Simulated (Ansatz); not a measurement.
Reaction (ligand exchange at a Ga–N bond): `C[N](C)[Ga]([Cl])[Cl]` + HI → `[Cl][Ga]([Cl])[I]` + `CNC`

Gas-phase electronic energies from Ansatz, PBE0-D4/def2-TZVP geometries. CCSD(T)/CBS adds triple-zeta CCSD(T) − MP2 to the extrapolated MP2 energy (def2 sets, frozen cores). Functionals use def2-TZVPP. B3LYP here is the variant with VWN-RPA as its local correlation; programs differ in this. HSE06 is defined as in plane-wave codes. def2 core potentials past Kr. For Ga, I outer-core shells are correlated without core-valence functions, which leaves a few kJ/mol of doubt a bond. Scalar relativity is left out up to krypton. Each species was taken in one conformer, which may not be the lowest.

| level | ΔE (kJ/mol) | difference from CCSD(T)/CBS |
| --- | --- | --- |
| LDA (SPW92) | -65.2 | 7.6 |
| revPBE-D4 | -76.1 | -3.3 |
| BLYP-D4 | -72.3 | 0.5 |
| B97M-V | -77.6 | -4.8 |
| PBE0-D4 | -83.3 | -10.5 |
| B3LYP-D4 | -77.4 | -4.6 |
| r2SCANh-D4 | -81.0 | -8.2 |
| r2SCAN0-D4 | -83.8 | -11.0 |
| HSE06-D4 | -84.1 | -11.3 |
| BHLYP-D4 | -85.1 | -12.3 |
| CAM-B3LYP-D4 | -72.4 | 0.4 |
| ωB97X-V | -76.2 | -3.4 |
| ωB97M-V | -78.2 | -5.4 |
| PBE-QIDH | -82.5 | -9.7 |
| PBE | -83.2 | -10.4 |
| revPBE | -89.1 | -16.3 |
| BLYP | -82.3 | -9.5 |
| r2SCAN | -80.9 | -8.1 |
| PBE0 | -87.6 | -14.8 |
| B3LYP | -84.7 | -11.9 |
| r2SCANh | -82.9 | -10.1 |
| r2SCAN0 | -85.9 | -13.1 |
| HSE06 | -88.0 | -15.2 |
| BHLYP | -88.4 | -15.6 |
| CAM-B3LYP | -76.7 | -3.9 |
| LC-ωPBE | -76.7 | -3.9 |
| RPA@PBE/def2-TZVPP | -63.4 | 9.4 |
| HF/def2-SVP | -91.2 | -18.4 |
| CCSD/def2-SVP | -68.2 | 4.6 |
| CCSD(T)/def2-SVP | -65.6 | 7.2 |
| HF/def2-TZVPP | -98.9 | -26.1 |
| MP2/def2-TZVPP | -72.1 | 0.7 |
| SCS-MP2/def2-TZVPP | -72.1 | 0.7 |
| CCSD/def2-TZVPP | -71.3 | 1.5 |
| CCSD(T)/def2-TZVPP | -68.5 | 4.3 |
| HF/def2-QZVPP | -97.6 | -24.8 |
| MP2/def2-QZVPP | -74.1 | -1.3 |
| HF/CBS(def2) | -97.4 | -24.6 |
| MP2/CBS(def2) | -76.4 | -3.6 |
| CCSD/CBS(def2) | -75.6 | -2.8 |
| CCSD(T)/CBS | -72.8 | 0 |

Largest T1 diagnostic among the species: 0.012.

From r2SCAN to r2SCAN0 (25 % exact exchange), in def2-TZVPP and without D4, ΔE moves by −5.0 kJ/mol. At CCSD(T), def2-SVP lies +7.2 kJ/mol from the extrapolated value and def2-TZVPP +4.3 kJ/mol. Leaving LDA and LC-ωPBE aside and taking each functional with its dispersion term where it has one, the values spread over 12.8 kJ/mol, from BHLYP-D4 to BLYP-D4. LDA lies +17.9 kJ/mol from PBE without D4.
